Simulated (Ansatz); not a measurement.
**Question.** Name a neutral molecule of B, C, Cl, N and H with size of the dipole moment (ωB97M-V/def2-TZVPP) between 9.50 and 9.80 D and HOMO energy (PBE0/def2-TZVPP) between -7.85 and -7.55 eV (Ansatz, PBE0-D4/def2-TZVP geometry).

**Answer.** `CC#[N+][B-](Cl)(Cl)Cl` (9.68 D, -7.67 eV). Other molecules can fit too; these were computed, each in one conformer that needn't be the lowest.
